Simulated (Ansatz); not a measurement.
`N[SiH2][SeH]` + `SS` → `N[SiH2]SS` + H₂Se  (ligand exchange at the Si–Se bond)

Program: Ansatz. Geometries: PBE0-D4/def2-TZVP. ΔE: electronic, gas phase. CBS: MP2 limit from def2 TZ/QZ plus the TZ coupled-cluster correction, frozen cores. This one scheme is used for every species. DFT in def2-TZVPP. B3LYP here is the variant with VWN-RPA as its local correlation; programs differ in this. For Se outer-core shells are correlated without core-valence functions, which leaves a few kJ/mol of doubt a bond. Scalar relativity is left out up to krypton. Each species was taken in one conformer, which may not be the lowest.

| species | B3LYP energy (Eh) |
| --- | --- |
| `N[SiH2][SeH]` | -2748.95739 |
| `SS` | -797.64870 |
| `N[SiH2]SS` | -1143.81493 |
| H₂Se | -2402.79026 |

Question: Work out ΔE.

Answer: ΔE = (-1143.81493) + (-2402.79026) − (-2748.95739) − (-797.64870) = 0.00090 Eh = +0.02 eV. CCSD(T)/CBS gives -0.01 eV.

Largest T1 diagnostic among the species: 0.012.

The D4 term adds −0.06 eV with B3LYP and −0.03 eV with PBE0; it sums over pairs of atoms, weighted by their polarisabilities, and B3LYP, whose exchange is more repulsive, gets the larger term. At CCSD(T), def2-SVP lies −0.04 eV from the extrapolated value and def2-TZVPP −0.01 eV. In def2-TZVPP, CCSD(T) changes the Hartree–Fock value by −0.08 eV (the triples alone add −0.02 eV) and MP2 by −0.08 eV.
